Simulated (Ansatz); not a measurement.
ketene (C2H2O), singlet, at a GFN2-xTB geometry; CCSD(T)/6-31G** (Ansatz, a first-principles code).

Ansatz was given this input:
Ansatz 0.2 input:
```yaml
crystal:
  periodic: [false, false, false]
  atoms:
    - {symbol: C, position_ang: [-0.01148162, 0.02136311, -1.19190098]}
    - {symbol: C, position_ang: [0.00092956, -0.00172957, 0.09649676]}
    - {symbol: H, position_ang: [0.00249612, 0.94826436, -1.73006124]}
    - {symbol: H, position_ang: [-0.03614064, -0.88566416, -1.76255958]}
    - {symbol: O, position_ang: [0.01211961, -0.02255018, 1.25813077]}
basis:
  gaussian:
    orbitals: 6-31G__.json
magnetization: {spin_polarized: false}
correlation: {method: ccsd_t, electrons: outside_noble_gas}
accuracy: high
```
The basis file holds 6-31G** in the JSON format of the Basis Set Exchange.

What the program printed (banner, timings and long lists left out):

```
Functional definition: HF
1117 factors; integrals over basis functions are off by at most 3.2e-9 eV
mean field evaluation 1: about -4126.7915 eV, gradient 3.0e1 eV
mean field evaluation 2: about -4126.8000 eV, gradient 3.0e1 eV
mean field evaluation 4: about -4128.6679 eV, gradient 3.8e0 eV
mean field evaluation 8: about -4128.7168 eV, gradient 1.9e-1 eV
mean field evaluation 16: about -4128.0612 eV, gradient 1.9e1 eV
mean field -4128.71719509 eV, -151.7275583747 hartree, gradient 2.0e-8 eV, S^2 0.000000; 0 other end points of the search recorded, 0 dependent functions left out
3 core orbitals not correlated
reference -4128.71719509 eV, -151.7275583747 hartree; 8, 8 occupied and 44, 44 virtual orbitals, 1117 factors
second order -11.80089234 eV of doubles, -0.00000000 eV of singles
cycle   1  -11.71476315 eV  change    8.6e-2 eV  update   1.0e-1
cycle   2  -12.07750493 eV  change   -3.6e-1 eV  update   3.5e-2
cycle   3  -12.18694832 eV  change   -1.1e-1 eV  update   1.7e-2
cycle   4  -12.18239896 eV  change    4.5e-3 eV  update   3.5e-3
cycle   5  -12.18122565 eV  change    1.2e-3 eV  update   1.2e-3
cycle   6  -12.18190780 eV  change   -6.8e-4 eV  update   4.0e-4
cycle   7  -12.18171520 eV  change    1.9e-4 eV  update   1.6e-4
cycle   8  -12.18174761 eV  change   -3.2e-5 eV  update   5.1e-5
cycle   9  -12.18176262 eV  change   -1.5e-5 eV  update   2.0e-5
cycle  10  -12.18175710 eV  change    5.5e-6 eV  update   5.2e-6
cycle  11  -12.18176121 eV  change   -4.1e-6 eV  update   2.0e-6
cycle  12  -12.18176257 eV  change   -1.4e-6 eV  update   5.7e-7
cycle  13  -12.18176289 eV  change   -3.2e-7 eV  update   2.2e-7
cycle  14  -12.18176309 eV  change   -2.0e-7 eV  update   5.7e-8
cycle  15  -12.18176301 eV  change    7.4e-8 eV  update   2.6e-8
cycle  16  -12.18176268 eV  change    3.4e-7 eV  update   1.4e-7
cycle  17  -12.18176274 eV  change   -6.0e-8 eV  update   5.1e-8
cycle  18  -12.18176272 eV  change    2.1e-8 eV  update   1.6e-8
cycle  19  -12.18176272 eV  change   -2.8e-9 eV  update   4.5e-9
cycle  20  -12.18176272 eV  change  -6.3e-10 eV  update   1.2e-9
perturbative correction -0.45720692 eV, -0.0168020444 hartree
Total energy: -4141.35616473 eV, -152.1920319419 hartree
```
